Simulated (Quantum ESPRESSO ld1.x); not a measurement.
Results of a calculation; reference values are marked as such.
One sound ld1.x (Quantum ESPRESSO 7.5) input for the zirconium ion Zr3+ gives E = -3593.0099 hartree in 27 iterations:

```
 &input
    zed=40.0,
    iswitch=1,
    rel=1,
    lsd=1,
    dft='PW',
    config='[Kr] 4d1',
    prefix='ld1',
    max_out_wfc=37,
    file_charge='ld1.rho',
 /
```

Changed or added lines, one case at a time, and what came of them:

- atom='Zr': harmless. atom and zed name the same element, and the result equals that of the sound run.
- xmin=-2.0: silently wrong. The mesh starts too far from the nucleus; the run ends without a warning, but the energy is off by +80.27 hartree against the default mesh.
- rmax=6.0: harmless. The energy moves by +7.5e-05 hartree against the default mesh (-3593.0099 hartree).
- relativistic=1: refused. The program stops in ld1_readin with "reading input namelist": the namelist holds a keyword that &input does not know.
- config='[Kr] 4d1 4d1': ran as typed. The string holds 38 electrons for Z = 40, so the species has charge 2 and is not the one meant. The run is valid for that other species.
- beta=0.005: harmless. The cycle still converges, in 156 iterations against 27.
- beta=0.95: harmless. The Broyden-type mixing copes: 10 iterations against 27, same energy.
